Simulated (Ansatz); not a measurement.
Ideal-gas functions of `[OH][Ga]([F])[F]` at 298.15 K and 1 bar, from an Ansatz frequency run at PBE0-D4/def2-TZVP.

Molar mass 124.73 g/mol, point group Cs (symmetry number 1), electronic degeneracy 1, moments of inertia 83.181, 85.594, 168.775 u Å². Harmonic wavenumbers (cm⁻¹, unscaled): 171, 189, 202, 348, 667, 731, 761, 878, 3889.

Use S(trans) = R[1.5 ln M + 2.5 ln T − 1.1517]; rotational temperatures θ = 24.2544 K / I; S(rot) = R[ln(√π/σ · √(T³/θAθBθC)) + 1.5]; for each mode x = 1.438777 ν̃/T, S = R[x/(eˣ − 1) − ln(1 − e⁻ˣ)] and H = RT x/(eˣ − 1); 1 cm⁻¹ = 0.0119627 kJ/mol; R = 8.31446 J/(mol·K).

Question: By hand: the entropy, in J/(mol·K).

Answer: Translation 169.0. Rotation: θ = 0.2916, 0.2834, 0.1437 K, giving 106.7. Vibration, mode by mode: 10.14, 9.36, 8.85, 4.92, 1.45, 1.14, 1.01, 0.64, 0.00, in all 37.5. Electronic 0.0. Sum 313.2 J/(mol·K).

Question: By hand: H − E and G − E in kJ/mol, counted from the electronic energy.

Answer: Zero-point energy ½ × 7836 × 0.0119627 = 46.9; thermal vibration 6.5; translation, rotation and pV give 4 RT = 9.9. H − E = 63.3 kJ/mol, and G − E = 63.3 − 298.15 × 313.2/1000 = -30.1 kJ/mol.

Vibration gives 12 % of the entropy. The sum counts one conformer and one mirror image; others add a mixing term.
